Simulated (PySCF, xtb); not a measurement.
ethanol (C₂H₆O), SMILES CCO. Atoms are numbered in the order given.

```xyz
9

C     -0.8459     0.5987    -0.6598
C      0.0784    -0.5128    -0.2129
O      0.9074    -0.1366     0.8678
H     -1.4354     0.2888    -1.5267
H     -0.2739     1.4889    -0.9294
H     -1.5466     0.8709     0.1358
H      0.7600    -0.7862    -1.0218
H     -0.5030    -1.4117     0.0362
H      0.3444     0.1263     1.6003
```

Geometry: PBE0-D3(BJ)/def2-TZVP. The values are those of a single conformer.

Calculation: C-PCM-M06-2X/def2-SVP in PySCF.

The values are the electrostatic part of the solvation free energy, E(continuum) − E(gas) at the gas-phase geometry, in a cavity of scaled van der Waals radii (PySCF's table); cavitation and dispersion terms are not included. In vacuum the orbital gap is 11.72 eV. The dipole moment in vacuum is 1.70 D.

Computed values in water (ε = 78.36), 2-propanol (ε = 19.26), methanol (ε = 32.61):
```tsv
solvent	ε	ΔG(elec) (kcal/mol)	dipole (D)	gap (eV)
water	78.36	-4.4	2.06	12.08
2-propanol	19.26	-4.2	2.04	12.07
methanol	32.61	-4.3	2.05	12.07
```

For comparison, GFN2-xTB/ALPB(water) (xtb, at the GFN2-xTB geometry, all terms of that model) gives -4.1 kcal/mol.
